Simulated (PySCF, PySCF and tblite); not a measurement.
One step of a conformer study of C₇H₆FN, numbered as in [CH2:1]=[CH:2][c:3]1[cH:4][c:5]([F:6])[cH:7][cH:8][n:9]1: B3LYP/def2-SVP single-point energy, IEF-PCM dichloromethane in PySCF; conformer with 0°.

Torsions listed: C1–C2–C3–N9.

Input:

```
{"job": {"xc": "B3LYP", "basis": "def2-SVP", "solvent": "dichloromethane", "kind": "sp"}, "charge": 0, "multiplicity": 1}
C      2.787216     0.242777     0.234733
C      1.842659    -0.465982    -0.371334
C      0.420933    -0.159383    -0.265598
C     -0.521621    -0.950038    -0.930659
C     -1.853241    -0.612087    -0.794335
F     -2.790931    -1.349098    -1.419149
C     -2.236728     0.472545    -0.024364
C     -1.215957     1.185368     0.590008
N      0.060095     0.886429     0.477639
H      2.523728     1.091421     0.841980
H      3.831425    -0.001402     0.142832
H      2.091441    -1.321794    -0.984613
H     -0.228642    -1.796093    -1.531536
H     -3.274344     0.739933     0.084798
H     -1.440446     2.045394     1.206966
```

Launched as:

```sh
OMP_NUM_THREADS=1 python ens_run.py task.json out
```

Output (atoms count from 0 there):

```
coarse grid: 13472 points
cycle   1  E = -424.4708936723  dE =  1.492e+00  |g| = 5.827e-01  |ddm| = 4.694e+00
cycle   2  E = -424.4146416384  dE =  5.625e-02  |g| = 8.049e-01  |ddm| = 1.402e+00
cycle   3  E = -424.5396303852  dE = -1.250e-01  |g| = 1.157e-01  |ddm| = 8.193e-01
cycle   4  E = -424.5425594058  dE = -2.929e-03  |g| = 4.248e-02  |ddm| = 1.434e-01
cycle   5  E = -424.5429690406  dE = -4.096e-04  |g| = 1.405e-02  |ddm| = 5.553e-02
cycle   6  E = -424.5430150698  dE = -4.603e-05  |g| = 3.093e-03  |ddm| = 1.764e-02
cycle   7  E = -424.5430167860  dE = -1.716e-06  |g| = 1.265e-03  |ddm| = 4.121e-03
final grid: 133288 points
cycle   8  E = -424.6167116955  dE = -3.765e-05  |g| = 7.022e-03  |ddm| = 4.070e-02
cycle   9  E = -424.6167009706  dE =  1.072e-05  |g| = 1.039e-02  |ddm| = 1.802e-02
cycle  10  E = -424.6167224516  dE = -2.148e-05  |g| = 1.103e-03  |ddm| = 1.127e-02
cycle  11  E = -424.6167227392  dE = -2.876e-07  |g| = 2.644e-04  |ddm| = 1.247e-03
cycle  12  E = -424.6167227533  dE = -1.406e-08  |g| = 1.149e-04  |ddm| = 3.694e-04
cycle  13  E = -424.6167227562  dE = -2.875e-09  |g| = 2.159e-05  |ddm| = 1.296e-04
cycle  14  E = -424.6167227563  dE = -1.135e-10  |g| = 8.267e-06  |ddm| = 3.057e-05
converged SCF energy = -424.6167227563
```

It took 17 s on 1 thread of AMD EPYC (shared host) (rough), peak memory 0.65 GiB, launched as `OMP_NUM_THREADS=1 python ens_run.py task.json out`.
